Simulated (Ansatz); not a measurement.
Here is a job for Ansatz (a program for electronic structure).
Ansatz 0.2 input:
```yaml
crystal:
  periodic: [false, false, false]
  atoms:
    - {symbol: B, position_ang: [-0.62114934, 0.42261065, 0.01060937]}
    - {symbol: F, position_ang: [0.52302898, -0.21010080, -0.00107771]}
    - {symbol: H, position_ang: [-1.60151411, -0.22214599, -0.04334740]}
basis:
  gaussian:
    orbitals: 6-311+G_2d_p_.json
hamiltonian:
  xc: r2scan
magnetization: {spin_polarized: true, initial_magnetization: 1}
```
The basis file holds 6-311+G(2d,p) in the JSON format of the Basis Set Exchange.

Problem. Give the <S^2> at the level R2SCAN/6-311+G(2d,p) in Ansatz.

Solution. 0.753

Problem. Give the number of basis functions at the level R2SCAN/6-311+G(2d,p).

Solution. 60
